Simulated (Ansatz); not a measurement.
C2H9BSi2 (`BC1C[SiH2][SiH2]1`), relaxed with RKS PBE-D4/def2-SVP in the Gaussian-basis code of Ansatz from a rough embedded geometry. The force threshold is 0.03 eV/Å; the program also tests the step.

The species carries charge 0 and has multiplicity 1.

Start:

```xyz
14

B    -0.448   -0.656   -1.836
C     0.130    0.366   -0.781
C     1.182   -0.267    0.124
Si    0.298   -0.149    1.817
Si   -1.192    0.824    0.493
H     0.284   -1.056   -2.744
H    -1.587   -0.970   -1.906
H     0.514    1.244   -1.256
H     1.382   -1.406   -0.076
H     2.160    0.247    0.124
H     1.036    0.896    2.655
H    -0.092   -1.391    2.382
H    -2.393    0.039    0.351
H    -1.275    2.277    0.653
```

(1) How much energy does the relaxation release, and in how many steps? (Best estimate.)

(2) Which bonds change most? (Estimate.)

(3) Give the relaxed structure. (An estimate is asked.)

## Answers

(1) Ansatz gave: 91.57 kJ/mol, in 21 steps.

(2) The calculation gave: Si4–Si5 from 2.218 to 2.349 Å; Si4–H12 from 1.419 to 1.507 Å; C2–C3 from 1.525 to 1.591 Å; Si5–H13 from 1.442 to 1.504 Å.

(3) Computed: 
```xyz
14

B    -0.122   -0.761   -1.555
C    -0.027    0.627   -0.856
C     1.041   -0.247   -0.065
Si    0.253   -0.221    1.705
Si   -1.329    1.017    0.488
H     0.539   -0.982   -2.554
H    -0.902   -1.607   -1.147
H     0.427    1.447   -1.440
H     1.043   -1.334   -0.436
H     2.087    0.081   -0.219
H     1.103    0.595    2.646
H     0.028   -1.580    2.316
H    -2.716    0.498    0.225
H    -1.426    2.467    0.892
```
